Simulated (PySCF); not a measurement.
# Exercise with solution: oscillator strength and radiative lifetime

C9H8FNS, SMILES Cn1cccc1-c1sccc1F.

Geometry: PBE0-D3(BJ)/def2-SVP. The structure was generated by enumeration, and PubChem lists no compound with its InChIKey, so it may never have been made. The values are those of a single conformer.

TDA-PBE/def2-SVP run with PySCF puts the first singlet state with f over 0.02 at 4.00 eV (vertical), with the transition dipole (-1.732, 0.397, 0.058) in atomic units.

Question: Find the oscillator strength, the wavelength and the radiative lifetime that this transition would have in vacuum if emission retraced absorption.

Answer: 
|μ|² = 3.1608 au, so |μ| = 4.52 D. ΔE = 4.00/27.211 = 0.1470 hartree. f = (2/3) ΔE |μ|² = 0.310 (the program prints 0.309).
λ = 1239.84/4.00 = 310 nm; ν = 32262 cm⁻¹.
Einstein's coefficient A = 0.6670 ν² f s⁻¹ (ν in cm⁻¹) = 2.2e8 s⁻¹, so τ = 1/A = 4.7 ns. This state is S1. The figure is the radiative limit of this one transition; relaxation, internal conversion, crossing to triplets and a medium change what is measured.
